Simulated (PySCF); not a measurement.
## Ionisation energy of Tl⁴¹⁺ by level of theory

Tl⁴¹⁺ [Kr] 4d4 [4d3/2^4, M_J = 0] → Tl⁴²⁺ [Kr] 4d3 [4d3/2^3, M_J = 3/2], as a difference of total energies. Calculation: PySCF 2.14, in an even-tempered Gaussian basis (16 s from 5 bohr⁻², ratio 2.8; 14 p from 6.5 bohr⁻², ratio 2.8; 9 d from 6.5 bohr⁻², ratio 2.8; 3 f from 25 bohr⁻², ratio 3); the two-component X2C-1e Hamiltonian. Correlated levels: [Ar] 3d10 frozen; the 90 highest virtual spinors dropped. "Screened" scales the spin-orbit matrix elements by Boettger's factors to mimic the two-electron term; Breit and QED terms are absent.

```
                    method  ionisation energy (eV)
           GHF (spin-free)                  2001.2
          GMP2 (spin-free)                  2001.2
 GHF (screened spin-orbit)                  2014.8
GMP2 (screened spin-orbit)                  2015.3
```

Breit and QED terms and the two-electron picture change are absent.

The spin-free rows relax to the high-spin LS determinant and lack the spin-orbit shift.

The labels give the starting determinants; with spin-orbit coupling the two ends relaxed to ⟨J²⟩ = 0.00, ⟨L²⟩ = 2.52, ⟨S²⟩ = 2.52 and ⟨J²⟩ = 3.77, ⟨L²⟩ = 7.73, ⟨S²⟩ = 2.15.

For comparison: 2014 ± 4 eV (theoretical estimate listed by NIST; NIST Atomic Spectra Database, ionization energies).
